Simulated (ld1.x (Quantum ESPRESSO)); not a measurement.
u(r) = r·R(r): atom against pseudo-atom (Er)

Columns: radius, all-electron u(r) and pseudo u(r) of the 6s shell (level -4.41 eV) of erbium in the configuration [Kr] 4d10 5s2 4f11 5p6 5d1 6s2 6p0; PBE, scalar-relativistic, PAW scheme, ld1.x (Quantum ESPRESSO) 7.5.

```csv
r (bohr),all-electron,pseudo
0.185,0.1045,-0.0580
0.370,-0.1556,-0.1154
0.555,-0.0397,-0.1715
0.740,0.1712,-0.2258
0.925,0.2628,-0.2776
1.110,0.2347,-0.3266
1.295,0.1354,-0.3722
1.480,0.0070,-0.4140
1.665,-0.1234,-0.4517
1.850,-0.2415,-0.4850
2.035,-0.3412,-0.5137
2.220,-0.4210,-0.5376
2.405,-0.4818,-0.5567
2.590,-0.5258,-0.5709
2.775,-0.5552,-0.5802
2.960,-0.5724,-0.5846
3.145,-0.5793,-0.5842
3.330,-0.5778,-0.5791
3.515,-0.5693,-0.5694
3.700,-0.5552,-0.5552
3.885,-0.5368,-0.5368
4.070,-0.5151,-0.5151
4.255,-0.4911,-0.4911
4.440,-0.4655,-0.4655
4.625,-0.4392,-0.4392
4.810,-0.4125,-0.4125
```

Problem. How many radial nodes do the two functions have?

Solution. The all-electron 6s function has n − l − 1 = 5 (the table is too coarse to show those close to the nucleus); the pseudo-wave has 0, since the states of the same l below it are removed with the core.

Problem. At about which radius was the pseudo-wave matched?

Solution. 3.70 bohr, where the columns begin to agree (steps of 0.18 bohr).

Problem. Where does each function peak?

Solution. Outermost all-electron maximum near 3.15 bohr, pseudo maximum near 2.96 bohr (to the table’s step).

Problem. Is the pseudo-wave norm-conserving?

Solution. No, it belongs to a PAW set: the norm inside the radius is not constrained, and the difference is carried by the augmentation charge.
